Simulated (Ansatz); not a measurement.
Cost and result for the atomization energy of `ClB1C[SiH]1[GeH3]` (11 atoms, 11 bonds).

Z-matrix (Å, degrees):
```
C
B 1 1.514
Si 1 1.964 2 66.1
H 1 1.088 2 123.6 3 126.8
H 1 1.093 2 116.7 3 -86.6
Cl 2 1.725 1 135.5 3 -150.6
Ge 3 2.369 1 122.2 2 103.9
H 3 1.484 1 107.4 2 -119.4
H 7 1.537 3 108.8 1 -41.7
H 7 1.539 3 111.4 1 78.2
H 7 1.537 3 110.6 1 -161.1
```

Charge 0, multiplicity 1. Correlated methods include outer-core shells of Ge, which these sets cover unevenly. Scalar relativity is left out up to krypton. The geometry is a stationary point of PBE0-D4/def2-TZVP. Program: Ansatz. All runs use 4 threads of an Intel Xeon Platinum 8259CL on a shared host. Times are those of one run each, without the atoms' runs, and a repeat can differ threefold. Electronic energies, without spin–orbit coupling; frozen cores. CCSD(T)/CBS adds CCSD(T) − MP2 in def2-TZVPP to the MP2 limit, and its time is that of the two runs behind it. T1 = 0.013. With those shells the extrapolation isn't a true limit. B3LYP takes the VWN-RPA correlation (the form of Gaussian; ORCA's B3LYP/G).

CCSD(T)/CBS is a level of theory with its own doubt, some kJ/mol a heavy atom from the limit and from the frozen cores, so smaller differences don't rank the functionals.

```tsv
level	functions	wall time
PBE-D4/def2-TZVPP (with forces)	278	3.6 s
PBE0-D4/def2-TZVPP	278	5.5 s
r2SCAN-D4/def2-TZVPP (with forces)	278	6.5 s
B3LYP-D4/def2-TZVPP (with forces)	278	8 s
B2PLYP/def2-TZVPP	278	8 s
ωB97X-V/def2-TZVPP	278	13 s
ωB97M-V/def2-TZVPP (with forces)	278	16 s
MP2/def2-QZVPP	523	36 s
CCSD(T)/def2-TZVPP	278	3.3 min
CCSD(T)/CBS(def2)	–	3.9 min
```

Question: What atomization energy does each give, and how far from CCSD(T)/CBS? (Estimate.)

Answer: The calculation gave: 
```json
{"level": "PBE-D4/def2-TZVPP (with forces)", "atomization (kcal/mol)": "854.9", "difference from CCSD(T)/CBS": "14.4", "per bond": "1.3"}
{"level": "PBE0-D4/def2-TZVPP", "atomization (kcal/mol)": "846.5", "difference from CCSD(T)/CBS": "6.0", "per bond": "0.5"}
{"level": "r2SCAN-D4/def2-TZVPP (with forces)", "atomization (kcal/mol)": "852.0", "difference from CCSD(T)/CBS": "11.5", "per bond": "1.0"}
{"level": "B3LYP-D4/def2-TZVPP (with forces)", "atomization (kcal/mol)": "838.2", "difference from CCSD(T)/CBS": "-2.3", "per bond": "-0.2"}
{"level": "B2PLYP/def2-TZVPP", "atomization (kcal/mol)": "829.1", "difference from CCSD(T)/CBS": "-11.4", "per bond": "-1.0"}
{"level": "ωB97X-V/def2-TZVPP", "atomization (kcal/mol)": "847.3", "difference from CCSD(T)/CBS": "6.8", "per bond": "0.6"}
{"level": "ωB97M-V/def2-TZVPP (with forces)", "atomization (kcal/mol)": "842.3", "difference from CCSD(T)/CBS": "1.8", "per bond": "0.2"}
{"level": "MP2/def2-QZVPP", "atomization (kcal/mol)": "840.8", "difference from CCSD(T)/CBS": "0.3", "per bond": "0.0"}
{"level": "CCSD(T)/def2-TZVPP", "atomization (kcal/mol)": "821.6", "difference from CCSD(T)/CBS": "-18.9", "per bond": "-1.7"}
{"level": "CCSD(T)/CBS(def2)", "atomization (kcal/mol)": "840.5", "difference from CCSD(T)/CBS": "0.0", "per bond": "0.0"}
```

From PBE to PBE0 (25 % exact exchange), in def2-TZVPP and without D4, the atomization energy moves by −7.5 kcal/mol: exact exchange takes away binding that semilocal exchange gives to molecules. The D4 term adds +10.7 kcal/mol with B3LYP and +5.7 kcal/mol with PBE0; it sums over pairs of atoms, weighted by their polarisabilities, and B3LYP, whose exchange is more repulsive, gets the larger term. In def2-TZVPP, CCSD(T) changes the Hartree–Fock value by +199.2 kcal/mol (the triples alone add +13.6 kcal/mol) and MP2 by +207.4 kcal/mol; breaking electron pairs costs correlation energy, which Hartree–Fock lacks.
